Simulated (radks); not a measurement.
Dynamic dipole polarisability and lines of the rubidium ion Rb25+, [Ne] 3s2. All-electron calculation, non-relativistic Kohn-Sham, LDA (Slater exchange, Perdew-Wang correlation), spin-unpolarised, spherical densities, point nucleus. Program: a radial shooting solver on a logarithmic mesh with Libxc functionals. Time-dependent linear response with the Hartree and adiabatic LDA kernel, continuum included through the Sternheimer equations. Lines are the poles of the dipole polarisability below minus the highest occupied eigenvalue, found on a grid refined at the orbital gaps; the lowest seven at most are given, and weak or close lines can be missed. The first line takes the name of the lowest orbital gap if no other gap lies below it; otherwise a line is named after a gap within 0.6 % of it, if that gap stands alone.

photon energy (eV),alpha (bohr^3)
0,0.07794
19.676,0.08466
98.379,-0.06844
177.08,-0.01070
255.79,-0.002601
334.49,0.0002914
413.19,0.002166
491.90,0.004632
570.60,0.02169
649.30,-0.004844
728.00,-0.0005349
806.71,0.005205
885.41,-0.0002782
964.11,-0.0007756
1042.8,0.0006797
1121.5,0.001189

Lines (eV, oscillator strength): 68.671 (18.05 nm, 3s-3p), f = 0.478; 589.42 (2.103 nm, 3s-4p), f = 0.615; 821.50 (1.509 nm, 3s-5p), f = 0.173; 941.73 (1.317 nm, 3s-6p), f = 0.0765; 1012.3 (1.225 nm, 3s-7p), f = 0.0415; 1057.3 (1.173 nm, 3s-8p), f = 0.0254; 1087.7 (1.140 nm, unassigned), f = 0.0167. Higher lines, where found, are left out when the end of the mesh affects them. Those listed give 98 % of the static polarisability (sum of f/w^2). Orbital energy gaps for comparison: 3s-3p 54.877 eV; 3s-4p 590.60 eV; 3s-5p 822.00 eV; 3s-6p 941.99 eV; 3s-7p 1012.4 eV.
